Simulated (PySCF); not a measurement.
**NMR data sheet: C₃H₁₃FOSi₄**

| Item | Value |
| --- | --- |
| Formula | C3H13FOSi4 |
| SMILES | F[C@@H]1[SiH2][SiH2]C[C@@H](O[SiH3])[SiH2]1 |
| InChI | InChI=1S/C3H13FOSi4/c4-3-8-2(5-6)1-7-9-3/h2-3H,1,7-9H2,6H3/t2-,3-/m0/s1 |
| Point group of the computed structure | C1 |
| Degrees of unsaturation | 1 |
| Carbon signals | 3 |
| Proton signals | 11 |

Molfile (atoms numbered from 1):
```
C3H13FOSi4
     RDKit          3D

 22 22  0  0  0  0  0  0  0  0999 V2000
   -2.5772   -2.3435   -0.6232 F   0  0  0  0  0  0  0  0  0  0  0  0
   -1.5678   -1.4547   -0.2286 C   0  0  2  0  0  0  0  0  0  0  0  0
   -2.3754    0.1770    0.4196 Si  0  0  0  0  0  4  0  0  0  0  0  0
   -0.7681    1.8412    0.3857 Si  0  0  0  0  0  4  0  0  0  0  0  0
    0.4550    1.5172   -1.0512 C   0  0  0  0  0  0  0  0  0  0  0  0
    0.9295    0.0710   -1.0163 C   0  0  1  0  0  0  0  0  0  0  0  0
    1.1601   -0.2747    0.3480 O   0  0  0  0  0  0  0  0  0  0  0  0
    2.5720   -0.5600    1.0868 Si  0  0  0  0  0  4  0  0  0  0  0  0
   -0.3253   -1.2272   -1.6626 Si  0  0  0  0  0  4  0  0  0  0  0  0
   -1.0622   -1.9604    0.6013 H   0  0  0  0  0  0  0  0  0  0  0  0
   -3.5148    0.4060   -0.4824 H   0  0  0  0  0  0  0  0  0  0  0  0
   -2.9640   -0.1280    1.7328 H   0  0  0  0  0  0  0  0  0  0  0  0
   -1.3457    3.1687    0.1031 H   0  0  0  0  0  0  0  0  0  0  0  0
   -0.0139    2.0158    1.6331 H   0  0  0  0  0  0  0  0  0  0  0  0
    1.3148    2.1829   -0.9434 H   0  0  0  0  0  0  0  0  0  0  0  0
    0.0067    1.7344   -2.0208 H   0  0  0  0  0  0  0  0  0  0  0  0
    1.8692   -0.0234   -1.5746 H   0  0  0  0  0  0  0  0  0  0  0  0
    2.1097   -0.6267    2.4645 H   0  0  0  0  0  0  0  0  0  0  0  0
    3.1621   -1.8131    0.6035 H   0  0  0  0  0  0  0  0  0  0  0  0
    3.5373    0.5175    0.8459 H   0  0  0  0  0  0  0  0  0  0  0  0
    0.3765   -2.4815   -1.9560 H   0  0  0  0  0  0  0  0  0  0  0  0
   -0.9890   -0.7189   -2.8676 H   0  0  0  0  0  0  0  0  0  0  0  0
  1  2  1  0
  2  3  1  0
  3  4  1  0
  4  5  1  0
  5  6  1  0
  6  7  1  0
  7  8  1  0
  6  9  1  0
  9  2  1  0
  2 10  1  1
  3 11  1  0
  3 12  1  0
  4 13  1  0
  4 14  1  0
  5 15  1  0
  5 16  1  0
  6 17  1  6
  8 18  1  0
  8 19  1  0
  8 20  1  0
  9 21  1  0
  9 22  1  0
M  END
```

- geometry: GFN2-xTB
- shielding tensors at PBE0/pcSseg-1 (GIAO)
- code: PySCF 2.14
- no solvent model, equivalent nuclei averaged, non-relativistic, one computed conformer

Referencing at the same level of theory: TMS for 1H (σref 31.72), 13C (σref 186.93), 29Si (σref 349.16); CFCl3 for 19F (σref 170.95); 17O (σref 336.08) against H2O.

| carbon | δC, type | δH (multiplicity) | HMBC from (2–3 bonds) | span of the C tensor (ppm) |
| --- | --- | --- | --- | --- |
| C2 | 79.3, CH | 5.77 (m) | H21, H12, H11, H22, H17, H14, H13 | 154 |
| C5 | 19.0, CH2 | H15 2.16 (m); H16 1.02 (m) | H21, H12, H11, H22, H17, H14, H13 | 46 |
| C6 | 66.3, CH | 4.04 (m) | H10, H18/H19/H20, H21, H22, H14, H13, H15, H16 | 77 |

Other nuclei:
```
      atoms  nucleus                                                  environment  δ (ppm)  σ (ppm)
H18/H19/H20       1H                            hydrogen on a silicon bonded to O     4.84    26.88
        H21       1H    hydrogen on a silicon bonded to 2 C, in a 6-membered ring     4.65    27.07
        H12       1H  hydrogen on a silicon bonded to C, Si, in a 6-membered ring     4.42    27.30
        H11       1H  hydrogen on a silicon bonded to C, Si, in a 6-membered ring     4.20    27.52
        H22       1H    hydrogen on a silicon bonded to 2 C, in a 6-membered ring     4.15    27.57
        H14       1H  hydrogen on a silicon bonded to C, Si, in a 6-membered ring     3.98    27.74
        H13       1H  hydrogen on a silicon bonded to C, Si, in a 6-membered ring     3.91    27.81
         F1      19F                                    fluorine on an sp3 carbon   -294.4    465.3
        Si8     29Si                                     silicon bonded to O, 3 H    -38.2    387.3
        Si9     29Si             silicon bonded to 2 C, 2 H, in a 6-membered ring    -43.2    392.4
        Si3     29Si           silicon bonded to C, Si, 2 H, in a 6-membered ring    -76.0    425.2
        Si4     29Si           silicon bonded to C, Si, 2 H, in a 6-membered ring    -83.5    432.7
         O7      17O                                       oxygen bonded to C, Si     16.8    319.3
```

1. Carbon types of the structure: 2 × CH, 1 × CH2, leaving 9 H on heteroatoms.
2. δC 79.3: sp3 CH bonded to F and 2 Si; pulled downfield by the heteroatom.
3. δC 66.3: sp3 CH bonded to O and Si; pulled downfield by the heteroatom.
4. δC 19.0: sp3 CH2 bonded to Si.
5. δH 5.77: hydrogen on an sp3 CH bonded to F and 2 Si; its carbon carries F, an electronegative neighbour.
6. δH 4.04: hydrogen on an sp3 CH bonded to O and Si; its carbon carries O, which withdraws density.

Splittings by 19F in the carbon and heteronuclear signals aren't shown, as no couplings were computed. Shifts are as computed. Against solution values, carbons near 30 ppm lie about +3 ppm off and those near 130 ppm about +5 ppm. Of 1211 compounds with measured shifts, 218 miss one by over three times the rms of a fit or turn the order of signals round; such compounds aren't used in these exercises. Unscaled 19F shifts against computed CFCl3 carry errors that often reach 10 to 50 ppm. Experimental scales use liquid or dissolved standards, which lie at an offset from isolated H2O (liquid H2O: subtract about 36 ppm). Multiplicities follow the n + 1 count of equivalent neighbours, as no J values were calculated; m marks all less simple cases, F and P coupling included.
